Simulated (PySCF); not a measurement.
Excitation energy of Te+ by level of theory

Te+ [Kr] 4d10 5s2 5p3 (4S) → Te+ [Kr] 4d10 5s2 5p2 6s1 (4P), as a difference of total energies. Calculation: PySCF 2.14, in aug-cc-pwCVDZ-PP with ECP28MDF (6s5p4d1f, 48 functions); scalar relativity through the core potential. Correlated levels: valence and next inner shell: nothing frozen outside the core potential. The calculations carry no spin-orbit coupling.

```csv
method,excitation energy (eV)
UHF,10.178
MP2 (valence and next inner shell),10.236
SCS-MP2 (valence and next inner shell),10.185
CCSD (valence and next inner shell),10.136
CCSD(T) (valence and next inner shell),10.011
```

How much does correlation contribute at CCSD(T) (valence and next inner shell)?

10.011 − (10.178) = -0.167 eV, measured against UHF.

The promoted electron is Rydberg-like, and one or two diffuse shells describe it only roughly, which tends to raise the upper state.

The coupled-cluster amplitudes are large for the upper state (T1 above 0.03 or a double amplitude above 0.15), so a single reference is strained.
